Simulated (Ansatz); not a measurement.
Cost and result up the ladder for cis-VF2(H2O)4 (VO4F2H8) (15 atoms). Total charge 0; quartet. Geometry: PBE-D4/def2-SVP.

```xyz
15

F    -0.745    1.597   -0.975
F     1.757    0.557    0.811
O     0.916   -1.766    0.978
O    -1.997   -0.533   -0.803
O     0.611   -0.129   -2.090
O    -0.368    0.646    2.050
V    -0.011   -0.024    0.002
H     0.492   -1.884    1.851
H     1.624   -1.067    1.140
H    -1.866   -1.041   -1.628
H    -1.923    0.430   -1.092
H     1.571    0.040   -2.131
H     0.182    0.788   -2.045
H    -0.851    1.494    2.014
H     0.607    0.891    1.917
```

Ansatz on 4 threads of Arm Neoverse V2 on a shared host. Times are rough, and most runs start from the orbitals of an earlier one. No level here is sound enough to serve as a yardstick. Binding counts from free atoms at the same level (F doublet, O triplet, V quartet, H doublet; other spins of the atoms weren't run), without zero-point energy or a counterpoise term.

Correlated methods freeze 11 core orbitals; core or outer-core shells of V are correlated, in sets that lack core-valence functions. No other spin state of charge 0 was run. Another isomer (quartet) lies 0.04 eV lower at PBE-D4/def2-SVP; other spin states weren't run for this one.

Correlated methods converge slowly with the basis.

| level | functions | wall time | binding energy per atom (eV) |
| --- | --- | --- | --- |
| HF/STO-3G | 56 | 0.45 s | 2.38 |
| PBE0-D4/def2-SVP | 155 | 4.5 s | 3.65 |
| MP2/def2-TZVP | 279 | 13 s | 3.61 |
| HF/def2-TZVP | 279 | 17 s | 2.47 |
